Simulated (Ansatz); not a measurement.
`[Cl][SnH2][I]` and `[SH][SnH2][Cl]` differ in one atom or group.

Ansatz, PBE0-D4/def2-TZVP geometries, multiplicity 1. Each molecule was computed in one conformer, which needn't be the lowest.

Elements past krypton have def2 core potentials.

```tsv
property	`[Cl][SnH2][I]`
HOMO energy (B3LYP/def2-TZVPP) / eV	-7.64
LUMO energy (PBE/def2-TZVPP) / eV	-2.68
zero-point energy (PBE0-D4/def2-TZVP) / kJ/mol	40.8
HOMO energy (PBE0/def2-TZVPP) / eV	-7.89
LUMO energy (PBE0/def2-TZVPP) / eV	-1.84
HOMO–LUMO gap (PBE/def2-TZVPP) / eV	4.07
```

Task: Give the same properties after the change, and the shifts. (An estimate is asked.)

Result: The calculation gave: 
```json
{"property": "HOMO energy (B3LYP/def2-TZVPP) / eV", "`[SH][SnH2][Cl]`": "-7.53", "shift": "0.11"}
{"property": "LUMO energy (PBE/def2-TZVPP) / eV", "`[SH][SnH2][Cl]`": "-2.07", "shift": "0.61"}
{"property": "zero-point energy (PBE0-D4/def2-TZVP) / kJ/mol", "`[SH][SnH2][Cl]`": "63.4", "shift": "22.6"}
{"property": "HOMO energy (PBE0/def2-TZVPP) / eV", "`[SH][SnH2][Cl]`": "-7.79", "shift": "0.10"}
{"property": "LUMO energy (PBE0/def2-TZVPP) / eV", "`[SH][SnH2][Cl]`": "-1.16", "shift": "0.68"}
{"property": "HOMO–LUMO gap (PBE/def2-TZVPP) / eV", "`[SH][SnH2][Cl]`": "4.48", "shift": "0.41"}
```

With PBE0 the HOMO rises by 0.10 eV and the LUMO rises by 0.68 eV, so the gap widens by about 0.58 eV. PBE moves the HOMO by 0.20 eV and ωB97M-V by 0.04 eV. The zero-point energy changes by 22.6 kJ/mol with +3 modes.

B3LYP here is the variant with VWN-RPA as its local correlation; programs differ in this.

Spin–orbit coupling is left out; it splits and shifts lone-pair levels of the heavy atoms by tenths of an eV.
